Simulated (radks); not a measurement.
Question: These are the eigenvalues of the occupied orbitals of an atom or ion with whole-number occupations (hartree). All-electron calculation, Dirac Kohn-Sham, PBE, spin-unpolarised, spherical densities, finite nucleus; Fermi nuclear charge, rms radius of each element as measured or else 0.836 A^(1/3) + 0.57 fm. Program: a radial shooting solver on a logarithmic mesh with Libxc functionals.

orbital  eigenvalue
1s1/2     -2963.686
2s1/2     -523.6274
2p1/2     -502.3364
2p3/2     -434.8842
3s1/2     -124.5988
3p1/2     -114.9896
3p3/2     -100.1050
3d3/2     -84.09461
3d5/2     -80.89523
4s1/2     -28.08669
4p1/2     -23.98116
4p3/2     -20.41177
4d3/2     -13.68123
4d5/2     -13.01637
5s1/2      -5.29419
4f5/2      -4.38618
4f7/2      -4.24602
5p1/2      -3.95677
5p3/2      -3.34158
5d3/2      -1.52876
5d5/2      -1.46098

Which element is it, and in what charge state? The configuration may be excited. Open shells, if any, fill j = l - 1/2 first.

Answer: Z = 79, gold, charge +3: Au3+ in [Xe] 4f14 5d8. The list shows which subshells hold electrons but not how many an open one holds; the 1s level, -2963.7 hartree, gives Z - s = 77.0 by -(Z - s)^2/2, which with screening and relativity narrows Z to a few neighbours, and the depths of the outer levels then fix element, charge and occupations together.
